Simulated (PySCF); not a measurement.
Order these species by their calculated properties.

All species are isolated and taken at one optimised geometry, non-relativistic unless stated. Electronic properties by PySCF.

The conformers computed, where there is a choice (atom-mapped SMILES and torsion angles):
- `[CH3:1]/[CH:2]=[C:3]1\[SiH2:4][C@@H:5]([S:6][SiH3:7])[C@H:8]1[F:9]`: Si4–C5–S6–Si7 161°
- `[CH3:1][C@@H:2]([SiH3:3])[C@@:4]([CH3:5])([F:6])[CH:7]=[O:8]`: C1–C2–C4–C5 -52°, C2–C4–C7–O8 39°
- `[CH3:1][NH:2][CH2:3][Si@@H:4]([C:5]#[N:6])[SiH2:7][NH2:8]`: C1–N2–C3–Si4 180°, N2–C3–Si4–C5 69°, C3–Si4–Si7–N8 -57°, H–N8–Si7–Si4 -47°, H–N8–Si7–Si4 174°
- `[F:1][SiH2:2][NH:3][C@@H:4]1[CH2:5][CH2:6][C@@H:7]1[CH:8]1[CH2:9][CH2:10]1`: F1–Si2–N3–C4 179°, Si2–N3–C4–C5 10°, C6–C7–C8–C9 100°
- `[CH3:1][C:2]#[C:3][Si@H:4]([CH2:5][S:6][CH3:7])[SiH2:8][F:9]`: C3–Si4–C5–S6 53°, Si4–C5–S6–C7 66°, C3–Si4–Si8–F9 -71°
- `[CH3:1][SiH:2]([CH3:3])[CH2:4][C@@H:5]([F:6])[CH:7]=[O:8]`: C1–Si2–C4–C5 96°, Si2–C4–C5–F6 173°, C4–C5–C7–O8 57°
- `[CH3:1]/[CH:2]=[C:3]1/[SiH2:4][C@@H:5]([N:6]([CH3:7])[CH3:8])[C@@H:9]1[F:10]`: Si4–C5–N6–C7 -63°
- `[CH3:1][SiH2:2][C@H:3]([F:4])[C:5]#[C:6][SiH2:7][S:8][CH3:9]`: C1–Si2–C3–F4 72°, C6–Si7–S8–C9 57°

The conformers of `F[Si@@H]1CC(=S)[C@@H](C[SiH3])C1`, `N#CC[C@@H]1C[SiH2][SiH2]CCO1` and `FC(F)(F)SCS[SiH2][SiH2][SiH3]` aren't listed.

(1) Rank by HOMO–LUMO gap, lowest first (PBE0/pcSseg-1 at GFN2-xTB geometries).
A. `CC#C[Si@H](CSC)[SiH2]F`
B. `C(#N)[Si@@H]([SiH2]N)CNC`
C. `C/C=C1\[SiH2][C@@H](S[SiH3])[C@H]1F`
D. `C[C@@H]([SiH3])[C@](C=O)(F)C`
E. `[C@H]1([C@H](N[SiH2]F)CC1)C1CC1`

(2) Rank by smallest rotational constant, lowest first (GFN2-xTB).
A. `N#C[Si@H](CNC)[SiH2]N`
B. `C[SiH](C)C[C@@H](F)C=O`
C. `C[SiH2][C@H](F)C#C[SiH2]SC`
D. `C/C=C1/[SiH2][C@@H](N(C)C)[C@@H]1F`
E. `C[C@@H]([SiH3])[C@@](C)(F)C=O`

(3) By how much do the two ends of that ranking differ?

(4) Rank by HOMO energy, lowest first (PBE0/pcSseg-1 at GFN2-xTB geometries).
A. `C[SiH](C)C[C@@H](F)C=O`
B. `CNC[Si@@H](C#N)[SiH2]N`
C. `N#CC[C@@H]1C[SiH2][SiH2]CCO1`
D. `FC(F)(F)SCS[SiH2][SiH2][SiH3]`
E. `C/C=C1/[SiH2][C@@H](N(C)C)[C@@H]1F`
F. `F[Si@@H]1CC(=S)[C@@H](C[SiH3])C1`
G. `C/C=C1\[SiH2][C@@H](S[SiH3])[C@H]1F`
H. `C[SiH2][C@H](F)C#C[SiH2]SC`

(5) By how much do the two ends of that ranking differ?

(6) Rank by dipole moment, highest first (PBE0/pcSseg-1 at GFN2-xTB geometries).
A. `F[SiH2]N[C@@H]1CC[C@@H]1C1CC1`
B. `F[C@H](C[SiH](C)C)C=O`
C. `C[C@@H]([SiH3])[C@@](C)(F)C=O`
D. `C/C=C1/[SiH2][C@@H](N(C)C)[C@@H]1F`
E. `CNC[Si@@H](C#N)[SiH2]N`

Results:

(1) A (5.23 eV), B (5.84 eV), C (5.99 eV), D (6.44 eV), E (7.07 eV).

(2) C (0.425 GHz), D (0.571 GHz), A (0.623 GHz), B (0.998 GHz), E (1.126 GHz).

(3) By 0.701 GHz, between `C[C@@H]([SiH3])[C@@](C)(F)C=O` and `C[SiH2][C@H](F)C#C[SiH2]SC`.

(4) C (-7.99 eV), A (-7.88 eV), D (-7.08 eV), H (-6.87 eV), G (-6.74 eV), B (-6.62 eV), F (-6.38 eV), E (-6.23 eV).

(5) By 1.76 eV, between `C/C=C1/[SiH2][C@@H](N(C)C)[C@@H]1F` and `N#CC[C@@H]1C[SiH2][SiH2]CCO1`.

(6) E (3.32 D), A (2.39 D), C (1.65 D), D (1.07 D), B (0.50 D).
